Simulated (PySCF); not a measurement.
# How methods differ on the excitation energy of Ga

Ga [Ar] 3d10 4s2 4p1 (2P) → Ga [Ar] 3d10 4s2 5s1 (2S), as a difference of total energies. Calculation: PySCF 2.14, in aug-cc-pVQZ-PP with ECP10MDF; a scalar-relativistic core potential. Correlated levels: valence: 3s2 3p6 3d10 frozen. The calculations carry no spin-orbit coupling.

```
           method  excitation energy (eV)
              UHF                   2.841
    MP2 (valence)                   2.940
SCS-MP2 (valence)                   2.942
   CCSD (valence)                   2.967
CCSD(T) (valence)                   2.975
```

Question: How much does correlation contribute at CCSD(T) (valence)?

Answer: 2.975 − (2.841) = 0.134 eV, measured against UHF.

Errors of the correlated levels include the incompleteness of this basis and the frozen core.

For comparison: 3.005 eV (measured; NIST levels, between the centres of gravity of the two terms).
